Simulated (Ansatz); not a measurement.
A CCSD(T) single point on `F/C=C(F)/C=C/F`.

```yaml
crystal:
  periodic: [false, false, false]
  atoms:
    - {symbol: F, position_ang: [-2.557564, 0.139175, -1.536378]}
    - {symbol: C, position_ang: [-1.243473, 0.079201, -1.327535]}
    - {symbol: C, position_ang: [-0.745921, 0.039067, -0.098618]}
    - {symbol: C, position_ang: [0.666970, -0.026186, 0.166519]}
    - {symbol: F, position_ang: [1.469012, -0.045232, -0.902858]}
    - {symbol: C, position_ang: [1.199613, -0.067157, 1.386036]}
    - {symbol: F, position_ang: [2.512588, -0.127149, 1.576733]}
    - {symbol: H, position_ang: [-0.666280, 0.068079, -2.243233]}
    - {symbol: H, position_ang: [-1.417201, 0.055368, 0.751948]}
    - {symbol: H, position_ang: [0.607557, -0.054466, 2.290683]}
basis:
  gaussian: {orbitals: def2-TZVPP}
correlation: {method: ccsd_t}
```

```sh
$ ansatz run in.yaml --threads 4 --pin off --events-out ev --progress --plain --max-ram 10444MiB
```

Output of Ansatz, abridged:

```
Functional definition: HF
1651 factors; integrals over basis functions are off by at most 1.0e-3 eV
mean field evaluation 1: about -12286.8355 eV, gradient 3.6e1 eV
mean field evaluation 2: about -12287.1877 eV, gradient 3.6e1 eV
mean field evaluation 4: about -12290.1892 eV, gradient 4.9e0 eV
mean field evaluation 8: about -12290.2503 eV, gradient 3.3e-1 eV
mean field -12290.25068298 eV, -451.6583819684 hartree, gradient 3.0e-6 eV, S^2 0.000000; 0 other end points of the search recorded, 0 dependent functions left out; unrestricted orbitals would lower it
7 core orbitals not correlated: weight in the atoms' cores, before any rotation towards them, 1.000 or more for the frozen orbitals, at most 0.000 for the correlated occupied ones
reference -12290.25068298 eV, -451.6583819684 hartree; 20, 20 occupied and 232, 232 virtual orbitals, 1651 factors
second order -37.05592892 eV of doubles, -0.00000000 eV of singles
cycle   1  -36.67497033 eV  change    3.8e-1 eV  update   1.3e-1
cycle   2  -37.47641691 eV  change   -8.0e-1 eV  update   4.3e-2
cycle   3  -37.69578128 eV  change   -2.2e-1 eV  update   2.1e-2
cycle   4  -37.67993233 eV  change    1.6e-2 eV  update   5.6e-3
cycle   5  -37.67395437 eV  change    6.0e-3 eV  update   2.4e-3
cycle   6  -37.67620613 eV  change   -2.3e-3 eV  update   8.2e-4
cycle   7  -37.67649698 eV  change   -2.9e-4 eV  update   3.4e-4
cycle   8  -37.67612325 eV  change    3.7e-4 eV  update   1.4e-4
cycle   9  -37.67610290 eV  change    2.0e-5 eV  update   6.5e-5
cycle  10  -37.67619450 eV  change   -9.2e-5 eV  update   2.3e-5
cycle  11  -37.67613720 eV  change    5.7e-5 eV  update   9.1e-6
cycle  12  -37.67614456 eV  change   -7.4e-6 eV  update   3.2e-6
perturbative correction -1.47458106 eV, -0.0541898545 hartree
Total energy: -12329.40140861 eV, -453.0971445978 hartree
```

Run time 78 s (4 threads of an Intel Xeon 6975P-C on a shared host); peak host memory 7.5 GiB.

Correlation energy per correlated electron: -0.979 eV. T1 diagnostic: 0.0128.
